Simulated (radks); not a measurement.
Question: The mean radii <r> (bohr) of the occupied orbitals of an atom or ion are listed with their occupations. Method: non-relativistic Kohn-Sham, r2SCAN, spin-polarised, spherical densities, point nucleus; meta-GGA in the generalised Kohn-Sham scheme; computed with a radial shooting solver on a logarithmic mesh with Libxc functionals.

| orbital | occ. | <r> |
|---|---|---|
| 1s up | 1 | 0.01824 |
| 1s down | 1 | 0.01824 |
| 2s up | 1 | 0.07663 |
| 2s down | 1 | 0.07663 |
| 2p up | 3 | 0.06473 |
| 2p down | 3 | 0.06473 |
| 3s up | 1 | 0.1924 |
| 3s down | 1 | 0.1924 |
| 3p up | 3 | 0.1831 |
| 3p down | 3 | 0.1831 |
| 3d up | 5 | 0.1596 |
| 3d down | 5 | 0.1596 |
| 4s up | 1 | 0.4190 |
| 4s down | 1 | 0.4190 |
| 4p up | 3 | 0.4215 |
| 4p down | 3 | 0.4215 |
| 4d up | 5 | 0.4251 |
| 4d down | 5 | 0.4251 |
| 4f up | 7 | 0.4318 |
| 4f down | 7 | 0.4318 |
| 5s up | 1 | 0.9265 |
| 5s down | 1 | 0.9263 |
| 5p up | 3 | 0.9888 |
| 5p down | 3 | 0.9876 |
| 5d up | 5 | 1.193 |
| 5d down | 5 | 1.183 |
| 6s up | 1 | 2.155 |

Name the element and its charge. Open shells, if any, are filled with parallel spins first.

Answer: Z = 83, bismuth, charge +4: Bi4+ in [Xe] 4f14 5d10 6s1. The 1s radius gives Z: for a bare nucleus <r> = 1.5/Z, 0.01807 bohr for Z = 83, and screening makes it slightly larger (0.01824 here). The occupations add up to 79, and the charge is Z minus that.
